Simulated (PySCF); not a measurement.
Deuteron quadrupole couplings in `CCN([SiH3])N1CCCC1`

Species: C6H16N2Si.
Numbering: `[CH3:1][CH2:2][N:3]([SiH3:4])[N:5]1[CH2:6][CH2:7][CH2:8][CH2:9]1` (hydrogens: H10, H11, H12 on C1; H13, H14 on C2; H15, H16, H17 on Si4; H18, H19 on C6; H20, H21 on C7; H22, H23 on C8; H24, H25 on C9)

Cartesian coordinates in Å at the GFN2-xTB level; atoms count from 1:
```xyz
25
C6H16N2Si angstrom
C     -2.5587   -1.1028    0.8785
C     -2.0325   -0.7227   -0.5017
N     -0.9240    0.2054   -0.4120
Si    -0.9654    1.7433   -1.1886
N      0.2202   -0.4124    0.1146
C      1.2792   -0.6820   -0.8585
C      2.5876   -0.5134   -0.0919
C      2.2489    0.6093    0.8851
C      0.8120    0.2603    1.2725
H     -3.3737   -1.8169    0.7889
H     -2.9176   -0.2170    1.3968
H     -1.7590   -1.5494    1.4629
H     -2.8231   -0.2508   -1.0873
H     -1.7097   -1.6287   -1.0298
H     -0.7722    1.6972   -2.6490
H      0.1054    2.5521   -0.6072
H     -2.2809    2.3123   -0.9001
H      1.1561   -1.6913   -1.2629
H      1.2265    0.0314   -1.6923
H      2.8208   -1.4264    0.4573
H      3.4223   -0.2745   -0.7485
H      2.2815    1.5730    0.3740
H      2.9181    0.6432    1.7430
H      0.8083   -0.4466    2.1116
H      0.2189    1.1314    1.5540
```

Level: PBE0/pcSseg-1 (PySCF, non-relativistic); Q(2H) = 0.00286 b; rigid geometry, the same for H and D, with no vibrational averaging.

Question: Rank these positions by the coupling χzz of a deuteron there, largest first.
A. H20 (methylene hydrogen)
B. H16 (Si–H hydrogen)
C. H15 (Si–H hydrogen)
D. H24 (methylene hydrogen)
E. H18 (methylene hydrogen)
F. H21 (methylene hydrogen)

Answer: F (210 kHz), A (206 kHz), E (201 kHz), D (196 kHz), B (110 kHz), C (104 kHz).

Q: Give the electric field gradient Vzz (the principal value of largest size), its asymmetry and the 2H coupling at each hydrogen.

A: 
```json
{"atom": "H10", "bonded to": "C1", "bond length (Å)": "1.087", "Vzz (au)": "0.3179", "η": "0.02", "χzz (kHz)": "214"}
{"atom": "H11", "bonded to": "C1", "bond length (Å)": "1.087", "Vzz (au)": "0.3167", "η": "0.02", "χzz (kHz)": "213"}
{"atom": "H12", "bonded to": "C1", "bond length (Å)": "1.087", "Vzz (au)": "0.3163", "η": "0.01", "χzz (kHz)": "213"}
{"atom": "H13", "bonded to": "C2", "bond length (Å)": "1.091", "Vzz (au)": "0.3014", "η": "0.08", "χzz (kHz)": "203"}
{"atom": "H14", "bonded to": "C2", "bond length (Å)": "1.097", "Vzz (au)": "0.2916", "η": "0.05", "χzz (kHz)": "196"}
{"atom": "H15", "bonded to": "Si4", "bond length (Å)": "1.474", "Vzz (au)": "0.1543", "η": "0.01", "χzz (kHz)": "104"}
{"atom": "H16", "bonded to": "Si4", "bond length (Å)": "1.462", "Vzz (au)": "0.1636", "η": "0.04", "χzz (kHz)": "110"}
{"atom": "H17", "bonded to": "Si4", "bond length (Å)": "1.462", "Vzz (au)": "0.1631", "η": "0.04", "χzz (kHz)": "110"}
{"atom": "H18", "bonded to": "C6", "bond length (Å)": "1.094", "Vzz (au)": "0.2985", "η": "0.02", "χzz (kHz)": "201"}
{"atom": "H19", "bonded to": "C6", "bond length (Å)": "1.099", "Vzz (au)": "0.2879", "η": "0.07", "χzz (kHz)": "193"}
{"atom": "H20", "bonded to": "C7", "bond length (Å)": "1.091", "Vzz (au)": "0.3060", "η": "0.01", "χzz (kHz)": "206"}
{"atom": "H21", "bonded to": "C7", "bond length (Å)": "1.089", "Vzz (au)": "0.3129", "η": "0.01", "χzz (kHz)": "210"}
{"atom": "H22", "bonded to": "C8", "bond length (Å)": "1.091", "Vzz (au)": "0.3046", "η": "0.01", "χzz (kHz)": "205"}
{"atom": "H23", "bonded to": "C8", "bond length (Å)": "1.088", "Vzz (au)": "0.3130", "η": "0.00", "χzz (kHz)": "210"}
{"atom": "H24", "bonded to": "C9", "bond length (Å)": "1.097", "Vzz (au)": "0.2923", "η": "0.02", "χzz (kHz)": "196"}
{"atom": "H25", "bonded to": "C9", "bond length (Å)": "1.091", "Vzz (au)": "0.3024", "η": "0.04", "χzz (kHz)": "203"}
```

Q: Average by the element that carries the hydrogen.

A: on C: 205 kHz over 13 positions, mean bond length 1.092 Å; on Si: 108 kHz over 3 positions, mean bond length 1.466 Å.

Q: How does χzz go with the bond length over the 13 C–H bonds?

A: A straight-line fit has a slope of -16.3 kHz for each 0.01 Å, with a correlation coefficient of -0.98, over lengths from 1.087 to 1.099 Å. The longer bonds have the smaller couplings here.

Q: A static deuteron (I = 1) shows a doublet split by (3/2)χ, (3/4)χ(1 + η) and (3/4)χ(1 − η) with the field along z, y and x of the gradient. What are these for H20?

A: With |χ| = 205.6 kHz and η = 0.008: 308, 155 and 153 kHz, to first order and without motion.

Isolated species at its GFN2-xTB geometry (one conformer only). GFN2-xTB bond lengths can be off by several hundredths of an ångström, more for odd bonds, and the gradients follow them. These gradients aren't converged with respect to the basis.
